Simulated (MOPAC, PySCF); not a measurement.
Breaking a bond: SMILES [SnH4]. The Sn1–H5 bond (Sn1 also carries H, H, H; H5 carries nothing else) is pulled apart rigidly from the PBE0/def2-TZVP, def2 effective core potentials past Kr optimised geometry.

- UHF/3-21G = unrestricted Hartree-Fock/3-21G in PySCF
- PM6, restricted, heats of formation (MOPAC)
- PM7, restricted, heats of formation (MOPAC)
- UCCSD(T) = CCSD(T) on UHF/def2-SVP, 4 core orbitals frozen, def2 effective core potentials past Kr run with PySCF

Energies relative to the lowest point of each curve near equilibrium, in kJ/mol; the last columns give the difference from UCCSD(T):

```json
[
 {"R / Å": "1.28", "UHF/3-21G": "282.0", "PM6": "435.5", "PM7": "236.6", "UCCSD(T)": "235.7", "UHF/3-21G − UCCSD(T)": "46.3", "PM6 − UCCSD(T)": "199.8", "PM7 − UCCSD(T)": "0.9"},
 {"R / Å": "1.37", "UHF/3-21G": "157.7", "PM6": "223.2", "PM7": "134.7", "UCCSD(T)": "126.8", "UHF/3-21G − UCCSD(T)": "30.9", "PM6 − UCCSD(T)": "96.4", "PM7 − UCCSD(T)": "7.9"},
 {"R / Å": "1.45", "UHF/3-21G": "85.5", "PM6": "108.6", "PM7": "71.9", "UCCSD(T)": "65.2", "UHF/3-21G − UCCSD(T)": "20.3", "PM6 − UCCSD(T)": "43.3", "PM7 − UCCSD(T)": "6.7"},
 {"R / Å": "1.52", "UHF/3-21G": "44.2", "PM6": "48.9", "PM7": "34.9", "UCCSD(T)": "31.3", "UHF/3-21G − UCCSD(T)": "12.9", "PM6 − UCCSD(T)": "17.7", "PM7 − UCCSD(T)": "3.6"},
 {"R / Å": "1.59", "UHF/3-21G": "18.4", "PM6": "16.1", "PM7": "12.1", "UCCSD(T)": "11.2", "UHF/3-21G − UCCSD(T)": "7.2", "PM6 − UCCSD(T)": "4.9", "PM7 − UCCSD(T)": "1.0"},
 {"R / Å": "1.67", "UHF/3-21G": "3.4", "PM6": "1.1", "PM7": "0.8", "UCCSD(T)": "1.0", "UHF/3-21G − UCCSD(T)": "2.3", "PM6 − UCCSD(T)": "0.1", "PM7 − UCCSD(T)": "-0.2"},
 {"R / Å": "1.70", "UHF/3-21G": "0.9", "PM6": "0.0", "PM7": "0.0", "UCCSD(T)": "0.0", "UHF/3-21G − UCCSD(T)": "0.9", "PM6 − UCCSD(T)": "0.0", "PM7 − UCCSD(T)": "0.0"},
 {"R / Å": "1.75", "UHF/3-21G": "0.0", "PM6": "2.3", "PM7": "2.4", "UCCSD(T)": "1.0", "UHF/3-21G − UCCSD(T)": "-1.0", "PM6 − UCCSD(T)": "1.3", "PM7 − UCCSD(T)": "1.4"},
 {"R / Å": "1.82", "UHF/3-21G": "4.2", "PM6": "12.2", "PM7": "12.4", "UCCSD(T)": "7.1", "UHF/3-21G − UCCSD(T)": "-2.9", "PM6 − UCCSD(T)": "5.1", "PM7 − UCCSD(T)": "5.3"},
 {"R / Å": "1.89", "UHF/3-21G": "13.4", "PM6": "27.9", "PM7": "28.9", "UCCSD(T)": "17.4", "UHF/3-21G − UCCSD(T)": "-4.0", "PM6 − UCCSD(T)": "10.5", "PM7 − UCCSD(T)": "11.5"},
 {"R / Å": "2.00", "UHF/3-21G": "35.1", "PM6": "61.0", "PM7": "64.6", "UCCSD(T)": "39.3", "UHF/3-21G − UCCSD(T)": "-4.2", "PM6 − UCCSD(T)": "21.7", "PM7 − UCCSD(T)": "25.3"},
 {"R / Å": "2.11", "UHF/3-21G": "62.6", "PM6": "101.0", "PM7": "108.6", "UCCSD(T)": "65.4", "UHF/3-21G − UCCSD(T)": "-2.8", "PM6 − UCCSD(T)": "35.6", "PM7 − UCCSD(T)": "43.2"},
 {"R / Å": "2.30", "UHF/3-21G": "117.5", "PM6": "178.6", "PM7": "193.9", "UCCSD(T)": "113.9", "UHF/3-21G − UCCSD(T)": "3.6", "PM6 − UCCSD(T)": "64.8", "PM7 − UCCSD(T)": "80.0"},
 {"R / Å": "2.57", "UHF/3-21G": "181.5", "PM6": "290.1", "PM7": "315.3", "UCCSD(T)": "180.6", "UHF/3-21G − UCCSD(T)": "0.9", "PM6 − UCCSD(T)": "109.5", "PM7 − UCCSD(T)": "134.6"},
 {"R / Å": "2.81", "UHF/3-21G": "211.5", "PM6": "377.0", "PM7": "410.0", "UCCSD(T)": "229.7", "UHF/3-21G − UCCSD(T)": "-18.2", "PM6 − UCCSD(T)": "147.2", "PM7 − UCCSD(T)": "180.3"},
 {"R / Å": "3.04", "UHF/3-21G": "227.3", "PM6": "444.9", "PM7": "485.0", "UCCSD(T)": "266.2", "UHF/3-21G − UCCSD(T)": "-38.9", "PM6 − UCCSD(T)": "178.8", "PM7 − UCCSD(T)": "218.9"},
 {"R / Å": "3.41", "UHF/3-21G": "239.2", "PM6": "524.6", "PM7": "574.9", "UCCSD(T)": "301.8", "UHF/3-21G − UCCSD(T)": "-62.6", "PM6 − UCCSD(T)": "222.8", "PM7 − UCCSD(T)": "273.1"},
 {"R / Å": "3.77", "UHF/3-21G": "243.8", "PM6": "575.3", "PM7": "633.7", "UCCSD(T)": "314.1", "UHF/3-21G − UCCSD(T)": "-70.3", "PM6 − UCCSD(T)": "261.2", "PM7 − UCCSD(T)": "319.7"},
 {"R / Å": "4.21", "UHF/3-21G": "246.0", "PM6": "614.6", "PM7": "680.6", "UCCSD(T)": "317.9", "UHF/3-21G − UCCSD(T)": "-71.9", "PM6 − UCCSD(T)": "296.7", "PM7 − UCCSD(T)": "362.7"},
 {"R / Å": "4.56", "UHF/3-21G": "246.7", "PM6": "635.2", "PM7": "705.6", "UCCSD(T)": "318.7", "UHF/3-21G − UCCSD(T)": "-72.0", "PM6 − UCCSD(T)": "316.5", "PM7 − UCCSD(T)": "386.9"},
 {"R / Å": "5.17", "UHF/3-21G": "247.2", "PM6": "663.4", "PM7": "735.3", "UCCSD(T)": "319.1", "UHF/3-21G − UCCSD(T)": "-71.9", "PM6 − UCCSD(T)": "344.3", "PM7 − UCCSD(T)": "416.1"},
 {"R / Å": "6.00", "UHF/3-21G": "247.4", "PM6": "681.5", "PM7": "762.1", "UCCSD(T)": "319.2", "UHF/3-21G − UCCSD(T)": "-71.9", "PM6 − UCCSD(T)": "362.2", "PM7 − UCCSD(T)": "442.9"}
]
```

UHF/3-21G is furthest from UCCSD(T) at 4.56 (-72.0 kJ/mol, below); its mean absolute difference over the points is 28.1 kJ/mol.

PM6 is furthest from UCCSD(T) at 6.00 (362.2 kJ/mol, above); its mean absolute difference over the points is 124.6 kJ/mol.

PM7 is furthest from UCCSD(T) at 6.00 (442.9 kJ/mol, above); its mean absolute difference over the points is 132.8 kJ/mol.

The unrestricted determinant behind UHF/3-21G, UCCSD(T) is spin-contaminated at 2.57 to 6.00 Å (<S²> up to 1.0, against 0.00 for a pure singlet). The restricted form behind PM6, PM7 keeps the bonding electrons paired and can't separate into open-shell fragments.
